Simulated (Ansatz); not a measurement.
`NC1=[CH][GaH][O][SiH2]1` at its PBE0-D4/def2-TZVP geometry, where that method's forces vanish. Charge 0, multiplicity 1.

```xyz
12

N     1.5749    0.7419   -0.9614
C     0.5475    0.3014   -0.1935
C     0.3760    0.5951    1.1256
Ga   -1.1823   -0.2504    1.8388
O    -1.7898   -1.1324    0.3443
Si   -0.7920   -0.8503   -0.9058
H     2.2291    1.4162   -0.6018
H     1.5797    0.5947   -1.9535
H     1.0796    1.2429    1.6461
H    -2.0073   -0.4039    3.1395
H    -1.4646   -0.1667   -2.0474
H    -0.1508   -2.0885   -1.4308
```

What forces (eV/Å) does B3LYP-D4/def2-TZVPP give on these atoms in Ansatz 0.2.0? (Best estimate.)

The calculation gave: 
```
N1   0.166  0.070 -0.122
C2  -0.151 -0.077  0.089
C3   0.160  0.126  0.047
Ga4 -0.092  0.057  0.384
O5  -0.097 -0.094 -0.086
Si6  0.003 -0.100 -0.322
H7   0.022  0.011 -0.023
H8   0.026  0.017 -0.013
H9  -0.054 -0.046 -0.025
H10  0.011 -0.002 -0.031
H11  0.046 -0.044  0.071
H12 -0.040  0.081  0.031
```

B3LYP here is the variant with VWN-RPA as its local correlation; programs differ in this.
